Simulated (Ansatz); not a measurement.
One change: `CB(C)C` becomes `CB(C)S`.

Ansatz, PBE0-D4/def2-TZVP geometries, multiplicity 1. Each molecule was computed in one conformer, which needn't be the lowest.

```csv
property,`CB(C)C`
LUMO energy (PBE0/def2-TZVPP) / eV,-0.10
HOMO energy (PBE/def2-TZVPP) / eV,-7.11
size of the dipole moment (PBE/def2-TZVPP) / D,0.09
HOMO–LUMO gap (PBE0/def2-TZVPP) / eV,8.39
LUMO energy (B3LYP/def2-TZVPP) / eV,-0.33
HOMO–LUMO gap (PBE/def2-TZVPP) / eV,5.97
```

(1) Give the same properties after the change, and the shifts. (Best estimate.)

Answers

(1) Computed: 
```csv
property,`CB(C)S`,shift
LUMO energy (PBE0/def2-TZVPP) / eV,-0.34,-0.24
HOMO energy (PBE/def2-TZVPP) / eV,-6.66,0.45
size of the dipole moment (PBE/def2-TZVPP) / D,1.08,0.99
HOMO–LUMO gap (PBE0/def2-TZVPP) / eV,7.49,-0.90
LUMO energy (B3LYP/def2-TZVPP) / eV,-0.53,-0.20
HOMO–LUMO gap (PBE/def2-TZVPP) / eV,5.35,-0.62
```

With PBE0 the HOMO rises by 0.66 eV and the LUMO falls by 0.24 eV, so the gap narrows by about 0.90 eV. PBE moves the HOMO by 0.45 eV and ωB97M-V by 0.79 eV. Dipoles are sizes alone; their direction can turn.

B3LYP here is the variant with VWN-RPA as its local correlation; programs differ in this.
